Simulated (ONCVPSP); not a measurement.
# Pseudopotential generation for Al (Z = 13): ONCV, PBEsol, scalar-relativistic.

ONCVPSP 4.0.1 input, shortened (lines: element, Z, core and valence counts, functional; n l f; lmax; l rc ep ncon nbas qcut; lloc lpopt rc5 dvloc0; l nproj debl; icmod fcfact rcfact), PBEsol, scalar-relativistic:

```
  Al 13.00    3    2  -116133      upf
    1    0    2.00
    2    0    2.00
    2    1    6.00
    3    0    2.00
    3    1    1.00
    2
    0    1.80    0.00    4    8    3.00
    1    2.55    0.00    4    9    3.90
    2    2.55    0.24    4    8    4.20
    4    1    1.60    3.00
    0    3    0.60
    1    2    0.90
    2    2    1.60
    3    5.50    1.45
```

Poles of the logarithmic derivatives, all-electron (AE) and pseudo (PS). s: poles at 2.2 (AE) and 2.2 (PS) Ha. p: poles at 0.8, 4.2 (AE) and 0.8, 3.9 (PS) Ha. d: poles at 1.2, 4.0 (AE) and 1.2, 4.1 (PS) Ha. Test radii: s 1.83, p 2.58, d 2.58 bohr.

* Cutoffs needed: 6.1 Ha and 37 Ha (the cutoffs (Ha) at which the residual kinetic energy of the hardest occupied pseudo-wave falls to 1 and 0.1 mHa per electron) The cutoffs count occupied waves only; projector 2 of the d channel, the hardest unoccupied one, needs 17 Ha at the loose tolerance.
* Ghost test: ghosts flagged at negative energy: s at -90.1 eV; GHOST(+) flagged for s at 373.9 eV; a true bound ghost makes a file unfit for plane-wave use
* Largest excitation error: -35 meV (all-electron minus pseudo) for 3s1 3p0, out of 4 test configurations
* rms error of d²Exc/dni dnj: 1.59 mHa without and 1.79 mHa with the model core
